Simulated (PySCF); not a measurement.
Species: C₆H₄FOP.
Z-matrix (Å and degrees, PBE0-D3(BJ)/def2-SVP geometry), rows numbered from 1:
```
O 
C   1  1.2051
C   2  1.4902  1  122.91
C   3  1.4019  2  118.07  1     0.11
C   4  1.3880  3  123.23  2   180.00
C   5  1.3939  4  122.60  3     0.02
P   6  1.7352  5  127.11  4     0.03
C   3  1.3944  2  120.26  1  -179.83
F   8  1.3366  3  117.17  2     0.01
H   2  1.1130  1  121.45  3   179.98
H   4  1.0931  3  115.99  2    -0.02
H   5  1.0937  4  118.61  3   179.99
H   6  1.0959  5  117.80  4   179.98
```

The closed-shell ground state was solved at several levels (PySCF, density fitting, gas phase, non-relativistic).

| level | basis functions | HOMO (eV) | LUMO (eV) | gap (eV) | dipole (D) |
| --- | --- | --- | --- | --- | --- |
| KT3/pcSseg-1 | 180 | -6.32 | -3.26 | 3.06 | 2.27 |
| B3LYP/def2-SVPD | 222 | -7.40 | -2.76 | 4.64 | 2.61 |

Task: What might PBE0/pcSseg-1 (180 basis functions) give for the same quantities?

Result: HOMO -7.63 eV, LUMO -2.54 eV, gap 5.09 eV, dipole 2.40 D.

Task: Over all these levels, which gives the widest orbital gap and which the narrowest?

Result: PBE0/pcSseg-1 (global hybrid, 25 % exact exchange) has the widest, 5.09 eV, and KT3/pcSseg-1 (GGA) the narrowest, 3.06 eV. The two share the basis. From the narrowest to the widest the HOMO moves by -1.31 eV and the LUMO by +0.72 eV.

Task: How far do the dipole and the HOMO energy spread over the levels?

Result: The dipole runs from 2.27 to 2.61 D (mean 2.43 D) and the HOMO from -7.63 to -6.32 eV.

One conformer stands for the species.
